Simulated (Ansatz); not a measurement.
Cost and result up the ladder for the cluster Pb₂O₂ (4 atoms). Charge 0, multiplicity 1. Geometry: PBE0-D4/def2-SVP.

Cartesian coordinates in Å:
```
Pb -1.6466 -0.3608 -0.2759
Pb 0.8917 1.1143 -0.9385
O 0.1838 0.1604 1.0609
O 0.5712 -0.9138 0.1535
```

Ansatz on 4 threads of Arm Neoverse V1 on a shared host. Times are rough, and most runs start from the orbitals of an earlier one. No level here is sound enough to serve as a yardstick. Binding counts from free atoms at the same level (Pb triplet, O triplet; other spins of the atoms weren't run), without zero-point energy or a counterpoise term.

In the def2 sets Pb takes a core potential; there is no spin–orbit coupling. LC-ωPBE has ω = 0.4 bohr⁻¹. Correlated methods freeze 10 core orbitals; core or outer-core shells of Pb are correlated, in sets that lack core-valence functions. The structure holds 1 bond(s) between oxygen atoms. Another isomer (singlet) lies 3.07 eV lower at PBE0-D4/def2-TZVP; other spin states weren't run for this one.

Run but left out: HF/def2-TZVP (restricted singlet, unstable in another Hartree–Fock run and untested here).

Correlated methods converge slowly with the basis.

| level | functions | wall time |
| --- | --- | --- |
| PBE-D4/def2-TZVP (with forces) | 162 | 1.8 s |
| PBE0-D4/def2-TZVP | 162 | 2.3 s |
| LC-ωPBE/def2-TZVP | 162 | 2.4 s |
| r2SCAN-D4/def2-TZVP | 162 | 3.7 s |
| CCSD(T)/def2-TZVPP | 162 | 33 s |

(1) Estimate what each level gives for the binding energy per atom (eV).

Answers

(1) 
| level | binding energy per atom (eV) | remarks |
| --- | --- | --- |
| PBE-D4/def2-TZVP (with forces) | 2.79 | restricted SCF unstable in HF |
| PBE0-D4/def2-TZVP | 2.39 | restricted SCF unstable in HF |
| LC-ωPBE/def2-TZVP | 2.25 | restricted SCF unstable in HF |
| r2SCAN-D4/def2-TZVP | 2.50 | restricted SCF unstable in HF |
| CCSD(T)/def2-TZVPP | 2.31 | large T1 (0.030), restricted SCF unstable |
